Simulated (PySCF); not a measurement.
Isomers of C3H8Si. Isolated molecules, 0 K electronic values unless said otherwise. One relaxed conformer stands for each flexible species; it need not be the lowest. Strings in code marks are SMILES.

Level of theory: PySCF with PBE0-D3(BJ)/def2-TZVP. All candidates: neutral, multiplicity 1. 

| Quantity | Value |
|---|---|
| LUMO | -0.10 eV |
| HOMO | -5.91 eV |
| HOMO–LUMO gap | 5.81 eV |

Identify which member has these values.
A) `C=[SiH]CC` (C–Si–C–C torsion 1°)
B) `C/C=[SiH]/C`
C) `C/C=[SiH]\C`
D) `C=[Si](C)C`

D, `C=[Si](C)C`. The others give `C/C=[SiH]/C`: -0.50 eV, -5.80 eV, 5.30 eV; `C=[SiH]CC` (C–Si–C–C torsion 1°): -0.61 eV, -6.21 eV, 5.59 eV; `C/C=[SiH]\C`: -0.48 eV, -5.81 eV, 5.33 eV
